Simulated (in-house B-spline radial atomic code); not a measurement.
# Removing one electron from the ytterbium ion Yb³⁸⁺

Closed shell [Ar] 3d10 4s2 (4p1/2)2. Computed with an all-electron radial atomic-structure program (B-spline basis): Koopmans values of Dirac-Hartree-Fock plus a diagonal self-energy, in second order or with its direct term screened (direct RPA, with the hole-particle interaction, or full time-dependent Hartree-Fock), linearised in energy; no-pair Dirac-Coulomb Hamiltonian, finite nucleus. Shifts add to the Koopmans value (the ΔSCF shift is orbital relaxation alone); the final value takes TDHF screening with Breit and QED.

The shells are closed in jj coupling only; the real ground state mixes other jj configurations.

Command:
```bash
python run_mb.py task.json out
```
Settings (nuclear radius in fm, box in bohr, cutoff in hartree; a minus after a letter marks j = l - 1/2):
```
basis_form          2
Z                   70
core_configuration  [Ar] 3d10 4s2 4p-2
rms_radius          5.3108
mass_number         174
speed_of_light      137.036
box_radius          3.051
lmax                7
intervals           57
virtual_cutoff      19600.0
```

Run time, properties included: 19 s on 1 thread of Arm Neoverse V2, with other jobs on the host.

Energies in eV:

| subshell | Koopmans | ΔSCF shift | second order | direct RPA | hole-particle | TDHF | Breit + QED | final |
| --- | --- | --- | --- | --- | --- | --- | --- | --- |
| 4p1/2 | 1791.60 | -0.419 | ? | ? | ? | ? | ? | ? |

**Question.** What does the self-energy do to 4p1/2?

**Answer.** It shifts the removal energy by 1.833 eV in second order, 1.649 with direct RPA, 1.733 with the hole-particle term and 1.804 with TDHF screening (quasi-particle weight 0.994); Breit and QED add -2.176 eV. The final value is 1791.23 eV, against 1789 ± 4 eV (NIST, tabulated theory).
